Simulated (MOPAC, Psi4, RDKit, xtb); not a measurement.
Conformational energy of SMILES C#CC[Si](F)(F)F, singlet. Scanned: dihedral C2–C3–Si4–F5; all other coordinates were relaxed at B3LYP-D3(BJ)/def2-SVP. Heavy atoms are numbered in the order of the SMILES C#CC[Si](F)(F)F, hydrogens after them in the order of the atoms that carry them; the mirror image has the same energies with the sign of each dihedral reversed.

PM3, restricted, heats of formation // B3LYP-D3(BJ)/def2-SVP (MOPAC); GFN1-xTB // B3LYP-D3(BJ)/def2-SVP (xtb); MMFF94 // B3LYP-D3(BJ)/def2-SVP (RDKit); MP2/cc-pVTZ = DF-MP2 (frozen core)/cc-pVTZ // B3LYP-D3(BJ)/def2-SVP run with Psi4.

Energies relative to the lowest point of each profile, in kJ/mol; the last columns give the difference from MP2:

```
φ / °   PM3  GFN1-xTB  MMFF94  MP2/cc-pVTZ  PM3 − MP2/cc-pVTZ  GFN1-xTB − MP2/cc-pVTZ  MMFF94 − MP2/cc-pVTZ
-----  ----  --------  ------  -----------  -----------------  ----------------------  --------------------
0      1.36      3.63    5.73         7.83              -6.47                   -4.20                 -2.10
10     1.36      3.20    5.22         7.35              -5.99                   -4.15                 -2.13
20     1.23      2.65    4.15         5.97              -4.74                   -3.32                 -1.82
30     0.63      1.59    2.68         3.99              -3.36                   -2.40                 -1.31
40     0.33      0.95    1.48         2.04              -1.71                   -1.10                 -0.56
50     0.28      0.41    0.68         0.67              -0.39                   -0.25                  0.01
60     0.00      0.00    0.00         0.00               0.00                    0.00                  0.00
70     0.20      0.19    0.18         0.56              -0.36                   -0.37                 -0.38
80     0.43      0.94    1.03         1.88              -1.45                   -0.93                 -0.85
90     0.76      1.81    2.68         3.78              -3.01                   -1.96                 -1.10
100    0.99      2.56    3.98         5.72              -4.72                   -3.16                 -1.74
110    1.30      3.34    5.33         7.25              -5.95                   -3.91                 -1.92
```

PM3 is furthest from MP2/cc-pVTZ at 0 (-6.47 kJ/mol, below); its mean absolute difference over the points is 3.18 kJ/mol.

GFN1-xTB is furthest from MP2/cc-pVTZ at 0 (-4.20 kJ/mol, below); its mean absolute difference over the points is 2.15 kJ/mol.

MMFF94 is furthest from MP2/cc-pVTZ at 10 (-2.13 kJ/mol, below); its mean absolute difference over the points is 1.16 kJ/mol.

MMFF94 has few fitted parameters for silicon.
